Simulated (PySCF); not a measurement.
## Xe⁺ (xenon, charge +1) across methods

[Kr] 4d10 5s2 5p5, 2P determinant. Computed with PySCF 2.14 in dyall-av2z, with the non-relativistic Hamiltonian (point nucleus).

```tsv
method	E (hartree)	mean ε 5s β (eV)	mean ε 5p α (eV)	mean ε 5p β (eV)	Σ⟨r²⟩ (bohr²)	⟨S²⟩
UHF	-7231.70041	-33.101	-21.943	-20.778	52.83	0.757
r2SCAN0	-7234.39	-29.036	-19.054	-18.115	52.33	0.753
revPBE	-7234.00	-26.792	-17.334	-16.527	52.26	0.751
PBE	-7233.76	-26.881	-17.369	-16.573	52.30	0.751
r2SCAN	-7234.33	-27.334	-17.813	-16.918	52.33	0.753
LDA	-7228.38	-27.209	-17.496	-16.746	52.24	0.751
HSE06	-7233.83	-28.331	-18.327	-17.473	52.34	0.752
```

(1) Estimate the same row for PBE0.

A non-relativistic calculation at this Z misses sizeable relativistic shifts.

## Answers

(1) E (hartree) = -7233.96; mean ε 5s β (eV) = -28.740; mean ε 5p α (eV) = -18.766; mean ε 5p β (eV) = -17.894; Σ⟨r²⟩ (bohr²) = 52.28; ⟨S²⟩ = 0.752.
